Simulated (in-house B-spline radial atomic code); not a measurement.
How numerical settings move a run on Cl4+, [Ne] 3s2 3p1. Computed with an all-electron radial atomic-structure program (B-spline basis): non-relativistic LC-wPBE, spherical fractional occupations, point nucleus.

Command:
```bash
python run_scf.py task.json out
```
Settings of the sound reference run:
```
Z                17
electrons        13
configuration    [Ne] 3s2 3p1
hamiltonian      nr
method           lc_wpbe
spin_polarised   False
knot_spacing     0.22
spline_order     8
gauss_points     12
box_radius       12.77
max_iterations   70
damping          0.5
damped_steps     3
diis_vectors     10
tolerance        1e-08
start            Thomas-Fermi
```

Run time, properties included: 0.2 s on 1 thread of Arm Neoverse V1, with other jobs on the host.

It converges in 9 iterations to -455.085521 hartree, with 3p at -56.5406 eV. The other runs change the listed settings, some to values that make no sense; their results aren't properties of the atom or ion. Radii are in bohr (the nuclear one in fm), a minus after a letter asks for a j subshell, and «unchanged» means within 1e-8 hartree. The run stops when the residual is below 10 × tolerance × max(1, Z/10), or a noise floor if that is larger, and the energy moves by less than 1e-8 × √|E| hartree; so very loose and very tight tolerances often act alike.

```tsv
changed settings	outcome
box_radius = 6.38, max_iterations = 5	not converged after 5 iterations, last residual 6.0e-03, last energy +3.35e-04 hartree from the reference
hamiltonian = dirac, method = hf, nucleus = fermi, rms_radius = 3.3654, mass_number = 35, atomic_mass = 34.96885, speed_of_light = 18.70541	converged in 9 iterations to -603.8028 hartree, a different physical problem
tolerance = 1e-13	converged in 10 iterations, energy unchanged, 3p level +3.1e-07 eV
spline_order = 4	converged in 9 iterations, energy +1.26e-04 hartree from the reference, 3p level -1.6e-04 eV
knot_spacing = 0.15	converged in 9 iterations, energy -1.36e-05 hartree from the reference, 3p level -1.5e-04 eV
spline_order = 3	converged in 9 iterations, energy +8.65e-03 hartree from the reference, 3p level +7.4e-04 eV
box_radius = 0.51, first_knot = 5.88e-05, max_iterations = 100, damping = 0.95, damped_steps = 30	converged in 34 iterations, energy +3.36e+02 hartree from the reference, 3p level +2.1e+03 eV (the program warns: 3p has a positive eigenvalue: unbound, held by the box; 2s has a positive eigenvalue: unbound, held by the box)
knot_spacing = 2	converged in 9 iterations, energy +1.89e+01 hartree from the reference, 3p level -1.2e+00 eV (the program warns: 1s reaches the box edge; 2s reaches the box edge)
electrons = 16, configuration = [Ne] 3s2 3p1 4s3, max_iterations = 100	stopped with error: shell 4s holds at most 2 electrons
knot_spacing = 0.55	converged in 9 iterations, energy +1.97e-03 hartree from the reference, 3p level -1.5e-04 eV
knot_spacing = 0.4	converged in 9 iterations, energy +4.25e-05 hartree from the reference, 3p level -5.8e-05 eV
knot_spacing = 1	converged in 9 iterations, energy +5.80e-01 hartree from the reference, 3p level -3.5e-02 eV
spline_order = 10	converged in 9 iterations, energy -1.25e-06 hartree from the reference, 3p level -1.3e-04 eV
knot_spacing = 0.3	converged in 9 iterations, energy -4.86e-07 hartree from the reference, 3p level -3.0e-04 eV
electrons = 14, configuration = [Ne] 3s2 3p1 4s-1, max_iterations = 75	stopped with error: j subshells need the Dirac Hamiltonian and l > 0
knot_spacing = 0.75	converged in 9 iterations, energy +1.27e-01 hartree from the reference, 3p level -8.1e-03 eV
```

(1) What happens with spline_order = 5?

(2) What happens with knot_spacing = 0.1?

(3) What happens with spline_order = 7?

(4) What happens with spline_order = 5, max_iterations = 3, damping = 0.2, damped_steps = 8?

Results:

(1) Converged in 9 iterations, energy +3.22e-06 hartree from the reference, 3p level -8.3e-05 eV.

(2) Converged in 9 iterations, energy -1.30e-05 hartree from the reference, 3p level -1.9e-04 eV.

(3) Converged in 9 iterations, energy -9.32e-07 hartree from the reference, 3p level -1.8e-04 eV.

(4) Not converged after 3 iterations, last residual 1.1e-02, last energy +1.20e-03 hartree from the reference.
